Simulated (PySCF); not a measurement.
C4H3FS, SMILES c1sccc1F. The structure is a stationary point at B3LYP-D3(BJ)/def2-SVP.

Computed equilibrium geometry at B3LYP-D3(BJ)/def2-SVP (PySCF confirms it by a frequency run) as Cartesian coordinates in Å, and its point group:
point group Cs.
```xyz
9

F     -0.2359     2.3320     0.0000
C     -0.0572     1.0087     0.0000
C      1.2426     0.4217     0.0000
C      1.1690    -0.9473     0.0000
S     -0.4676    -1.5108     0.0000
C     -1.0874     0.1056     0.0000
H      2.1658     1.0010     0.0000
H      1.9907    -1.6614     0.0000
H     -2.1548     0.3135     0.0000
```
Charge 0, spin multiplicity 1.
